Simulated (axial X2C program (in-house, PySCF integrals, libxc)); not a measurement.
Spin–orbit effects down a group: molecules with Na (ions), HF

All values come from calculations with an in-house relativistic program for diatomic molecules, spin-free (one-electron X2C) or two-component (2c: spin–orbit coupling with atomic mean-field Coulomb and Gaunt terms, which also bring small scalar terms), in Dyall basis sets with cores contracted in-house; open shells are unrestricted.

Basis sets: Ag dyall-cv3z, Au dyall-cv3z, Cu dyall-cv3z, Na dyall-cv3z.

```json
{"molecule": "NaCu⁺", "spin-free state": "M_S = 1/2, Λ = 0", "Re (Å)": "3.218", "ωe (cm⁻¹)": "109.1", "De (eV)": "0.53", "2c state": "Ω = 1/2", "Re 2c (Å)": "3.218", "ωe 2c (cm⁻¹)": "109.1", "De 2c (eV)": "0.53"}
{"molecule": "NaAg⁺", "spin-free state": "M_S = 1/2, Λ = 0", "Re (Å)": "3.308", "ωe (cm⁻¹)": "102.9", "De (eV)": "0.57", "2c state": "Ω = 1/2", "Re 2c (Å)": "3.308", "ωe 2c (cm⁻¹)": "102.9", "De 2c (eV)": "0.57"}
{"molecule": "NaAu⁺", "spin-free state": "M_S = 1/2, Λ = 0", "Re (Å)": "3.121", "ωe (cm⁻¹)": "108.4", "De (eV)": "0.42", "2c state": "Ω = 1/2", "Re 2c (Å)": "3.116", "ωe 2c (cm⁻¹)": "109.2", "De 2c (eV)": "0.42"}
```

Fragments in 2c: Cu + Na+, Ag + Na+, Au + Na+. Each entry is the lowest single determinant of a limited PBE0 search at one distance. De goes to single-determinant-based atoms at the same level (for ions the charge split of lowest energy) and is withheld (n/a) where an atom does not fit its ground term or J level. Main or longest-lived isotopes.
